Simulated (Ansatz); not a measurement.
Li₃Cl₃. Charge 0, multiplicity 1. Geometry PBE-D4/def2-SVP.

```xyz
6

Li    1.785   -0.887   -0.837
Li    0.137    0.667    1.161
Li   -1.146   -0.166   -0.689
Cl   -2.030    1.010    0.952
Cl    0.925    1.097   -1.149
Cl    0.327   -1.720    0.561
```

LC-ωPBE has ω = 0.4 bohr⁻¹. B3LYP takes the VWN-RPA correlation. Another isomer (singlet) lies 0.49 eV lower at PBE0-D4/def2-TZVP; other spin states weren't run for this one.

Task: Estimate the orbital energies around the gap (eV) in Ansatz with PBE-D4/def2-TZVP, r2SCAN-D4/def2-TZVP, B3LYP-D4/def2-TZVP, PBE0-D4/def2-TZVP, LC-ωPBE/def2-TZVP.

Result: 
```csv
orbital,PBE-D4/def2-TZVP,r2SCAN-D4/def2-TZVP,B3LYP-D4/def2-TZVP,PBE0-D4/def2-TZVP,LC-ωPBE/def2-TZVP
HOMO−5,-7.77,-8.13,-8.88,-9.17,-12.06
HOMO−4,-7.39,-7.75,-8.48,-8.77,-11.59
HOMO−3,-7.05,-7.39,-8.14,-8.43,-11.20
HOMO−2,-6.67,-6.99,-7.76,-8.04,-10.87
HOMO−1,-6.65,-6.97,-7.74,-8.03,-10.81
HOMO,-6.09,-6.41,-7.17,-7.46,-10.27
LUMO,-1.68,-1.04,-1.40,-1.14,0.20
LUMO+1,-0.76,-0.11,-0.47,-0.22,1.11
LUMO+2,-0.62,-0.03,-0.30,-0.07,1.21
LUMO+3,0.18,0.79,0.52,0.77,2.29
LUMO+4,0.71,1.40,1.10,1.40,3.24
LUMO+5,1.13,1.80,1.48,1.75,3.27
```
